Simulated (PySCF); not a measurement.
Bonds (- single, = double, # triple, : aromatic): Si1-C2, C2-C3, C3=C4, C4-C5, C5=C6, C6-C7, C7=C8, C8-B9, B9-C3. Si1 carries H10, H11, H12; C2 carries H13, H14; C4 carries H15; C5 carries H16; C6 carries H17; C7 carries H18; C8 carries H19; B9 carries H20.

PySCF 2.14.0 with density-fitted response routines calculation with PBE0-D3(BJ)/def2-SVP structure and shielding tensors at PBE0/pcSseg-1 (GIAO); non-relativistic Hamiltonian, equivalent nuclei averaged, one computed conformer, isolated molecule.

Chemical shifts δ = σref − σ; TMS for 13C (σref 184.41), all at this level.

**Question.** Do the 13C shifts follow the atomic charges (in e)? Tabulate both.

**Answer.** 
```csv
atoms,hybridisation,δ (ppm),σ para (ppm),Hirshfeld,IAO,Mulliken,ESP-fitted
C3,sp2,181.0,-256,-0.03,-0.05,-0.38,+0.04
C8,sp2,158.7,-232,-0.10,-0.23,-0.31,-0.34
C7,sp2,155.6,-225,-0.02,-0.09,-0.09,+0.02
C4,sp2,152.1,-225,-0.03,-0.12,-0.03,-0.14
C5,sp2,142.3,-214,-0.03,-0.12,-0.10,-0.11
C6,sp2,140.3,-212,-0.03,-0.14,-0.12,-0.18
C2,sp3,30.8,-98,-0.15,-0.52,-0.45,-0.43
```

Correlation coefficients of δ with charge over these carbons: Hirshfeld +0.77, IAO +0.94, Mulliken +0.44, ESP-fitted +0.74; with the paramagnetic shielding -1.00. Among the 6 sp2 carbons alone: Hirshfeld -0.17, IAO +0.37, Mulliken -0.77, ESP-fitted +0.41. With so few points, grouped by hybridisation, these coefficients are fragile. Charge is one influence among several: hybridisation and low-lying excitations act through the paramagnetic term.

A carbon bonded to boron is broadened by the quadrupolar boron nucleus and is often missing from a measured spectrum. Shifts are as computed. Against solution values, carbons near 30 ppm lie about +2 ppm off and those near 130 ppm about +5 ppm. Of 1211 compounds with measured shifts, 218 miss one by over three times the rms of a fit or turn the order of signals round; such compounds aren't used in these exercises.
